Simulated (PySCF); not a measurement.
B3LYP has the VWN-RPA correlation part, as in Gaussian. 

Cartesian coordinates (Å):
```xyz
8

Ta    -0.0153     0.0754    -0.0268
F      0.8750    -0.3978    -1.6387
F     -1.1167     0.4733     1.4708
F      0.9645    -1.2034     0.9585
F      0.4954     1.8845    -0.2062
N     -1.6652    -0.5118    -0.9191
H     -1.6956    -0.8770    -1.8760
H     -2.5900    -0.4866    -0.4789
```
Charge 0, spin multiplicity 1.

Q: Estimate the HOMO, LUMO, total energy, charge on the central atom (Mulliken), dipole moment and HOMO–LUMO gap that B3LYP-D3(BJ)/def2-TZVP // PBE-D3(BJ)/def2-SVP run with PySCF returns for this input.

A: 
```
Item                                         Result
-------------------------------------  ------------
HOMO                                       -8.74 eV
LUMO                                       -2.78 eV
total energy                           -13957.24 eV
charge on the central atom (Mulliken)        1.73 e
dipole moment                                2.55 D
HOMO–LUMO gap                               5.96 eV
```
